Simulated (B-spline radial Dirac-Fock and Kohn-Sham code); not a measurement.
**EELS cross sections of the Pm N2 (4p1/2) edge**

System: the Pm atom in the configuration 1s2 2s2 2p6 3s2 3p6 3d10 4s2 4p6 4d10 4f5 5s2 5p6 6s2. The computed values come from a radial atomic solver: the first Born approximation with generalised oscillator strengths from a Dirac-Hartree-Slater potential (longitudinal and transverse terms; continuum final states only, so no white lines or fine structure). The edge is taken at 242.0 eV (tabulated value).

Input of the calculation (task.json; shells as n, l, electrons):

```json
{"items": [{
  "Z": 61,
  "q": 0,
  "cfg": [[1, 0, 2], [2, 0, 2], [2, 1, 6], [3, 0, 2], [3, 1, 6], [3, 2, 10], [4, 0, 2], [4, 1, 6], [4, 2, 10], [4, 3, 5], [5, 0, 2], [5, 1, 6], [6, 0, 2]],
  "A": 145,
  "rrms": 4.962,
  "do": "eels",
  "beams": [[60, 5], [60, 10], [60, 20], [80, 20], [80, 50], [100, 5], [100, 20], [100, 50], [120, 10], [120, 20], [200, 100], [300, 5], [300, 20], [300, 100]],
  "edges": {"N2": 242.0}
}]}
```

Run with: `python xray2_run.py task.json out`

Partial cross sections σ(β, Δ) in barn, integrated over a window Δ above the edge and up to the collection semi-angle β, for parallel illumination:

| E₀ (kV) | β (mrad) | Δ = 25 eV | Δ = 50 eV | Δ = 100 eV | Δ = 200 eV | Δ = 300 eV |
| --- | --- | --- | --- | --- | --- | --- |
| 60 | 5 | 182 | 328 | 551 | 830 | 981 |
| 60 | 10 | 315 | 574 | 979 | 1530 | 1860 |
| 60 | 20 | 490 | 885 | 1500 | 2380 | 2950 |
| 80 | 20 | 447 | 805 | 1360 | 2160 | 2700 |
| 80 | 50 | 807 | 1460 | 2410 | 3810 | 4800 |
| 100 | 5 | 180 | 328 | 560 | 868 | 1050 |
| 100 | 20 | 418 | 752 | 1270 | 2020 | 2520 |
| 100 | 50 | 728 | 1330 | 2210 | 3500 | 4430 |
| 120 | 10 | 266 | 486 | 836 | 1330 | 1650 |
| 120 | 20 | 398 | 715 | 1200 | 1920 | 2400 |
| 200 | 100 | ? | ? | ? | ? | ? |
| 300 | 5 | 165 | 303 | 527 | 847 | 1060 |
| 300 | 20 | 346 | 626 | 1040 | 1660 | 2090 |
| 300 | 100 | 441 | 820 | 1390 | 2280 | 2950 |

Question: Give the row for 200 kV and 100 mrad.

Answer: 535 b for 25 eV, 994 b for 50 eV, 1690 b for 100 eV, 2750 b for 200 eV, 3570 b for 300 eV.
